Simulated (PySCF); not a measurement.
Species: C₃H₈Si₂.
Geometry (PBE0-D3(BJ)/def2-SVP, Å), atoms numbered from 1 in this order:
```xyz
13
C3H8Si2 angstrom
C      2.580    0.606    0.050
Si     1.342   -0.127    1.252
C     -0.323   -0.216    0.470
C     -1.422   -0.272   -0.067
Si    -3.071   -0.353   -0.866
H      3.577    0.661    0.514
H      2.278    1.621   -0.248
H      2.652   -0.014   -0.856
H      1.741   -1.511    1.648
H      1.231    0.708    2.485
H     -4.055   -0.956    0.079
H     -3.515    1.023   -1.232
H     -2.987   -1.190   -2.098
```

Jobs on this species (13 atoms, 54 electrons) with PySCF (density fitting). Hardware of each: one thread, Arm Neoverse N1 (aarch64) (shared host). Other jobs ran on the host; a repeat could differ by tens of per cent or more. Peak memory is the resident size of the whole Python process, interpreter and libraries included.

```
                                                                 level and settings                                                          work  basis functions  SCF cycles  wall time  peak memory
   delta-SCF UKS B3LYP, pcX-2 on the ionised atom, pcseg-1 elsewhere, spin-free X2C                                 ΔSCF core ionisation, 7 holes              160           ?          ?            ?
    delta-SCF UKS SCAN, pcX-2 on the ionised atom, pcseg-1 elsewhere, spin-free X2C                                 ΔSCF core ionisation, 7 holes              160           ?          ?            ?
                                                 PBE0-D3(BJ)/def2-SVP, grid level 1  geometry optimisation from a GFN2-xTB start shaken at random              118          47       59 s     0.50 GiB
    delta-SCF UKS PBE0, pcX-2 on the ionised atom, pcseg-1 elsewhere, spin-free X2C                                 ΔSCF core ionisation, 7 holes              160          94       92 s     0.60 GiB
      delta-SCF UKS HF, pcX-2 on the ionised atom, pcseg-1 elsewhere, spin-free X2C                                 ΔSCF core ionisation, 7 holes              160         116       66 s     0.57 GiB
 delta-SCF UKS SCAN, pcX-2 on the ionised atom, pcseg-1 elsewhere, non-relativistic                                 ΔSCF core ionisation, 7 holes              160         106       68 s     0.51 GiB
     delta-SCF UKS PBE, pcX-2 on the ionised atom, pcseg-1 elsewhere, spin-free X2C                                 ΔSCF core ionisation, 7 holes              160         111       48 s     0.56 GiB
delta-SCF UKS SCAN, def2-TZVP on the ionised atom, pcseg-1 elsewhere, spin-free X2C                                 ΔSCF core ionisation, 7 holes              137         108       66 s     0.49 GiB
    delta-SCF UKS SCAN, pcX-1 on the ionised atom, pcseg-1 elsewhere, spin-free X2C                                 ΔSCF core ionisation, 7 holes              140         107       58 s     0.49 GiB
```

Task: Fill in the missing figures.

Result: 
- delta-SCF UKS B3LYP, pcX-2 on the ionised atom, pcseg-1 elsewhere, spin-free X2C; ΔSCF core ionisation, 7 holes: 96 s, 0.60 GiB, 97 SCF cycles
- delta-SCF UKS SCAN, pcX-2 on the ionised atom, pcseg-1 elsewhere, spin-free X2C; ΔSCF core ionisation, 7 holes: 70 s, 0.58 GiB, 107 SCF cycles

Task: What do all jobs in the table cost together?

Result: About 10 min; the longest takes about 15 % of that, and about 2 times as long as the shortest.
